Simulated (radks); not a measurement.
The numbers below are computed, except where a source is named.
The mean radii <r> (bohr) of the occupied orbitals of an atom or ion are listed with their occupations. Level of theory: scalar-relativistic Kohn-Sham, revPBE, spin-polarised, spherical densities, point nucleus (a radial shooting solver on a logarithmic mesh with Libxc functionals).

| orbital | occ. | <r> |
|---|---|---|
| 1s up | 1 | 1.534 |

Name the element and its charge. Open shells, if any, are filled with parallel spins first.

Answer. Z = 1, hydrogen, charge 0: H in 1s1. The 1s radius gives Z: for a bare nucleus <r> = (2 gamma + 1)/(2Z) with gamma = sqrt(1 - (Z/c)^2), 1.5 bohr for Z = 1, and the self-interaction of the functional makes it slightly larger (1.534 here). The occupations add up to 1, and the charge is Z minus that.
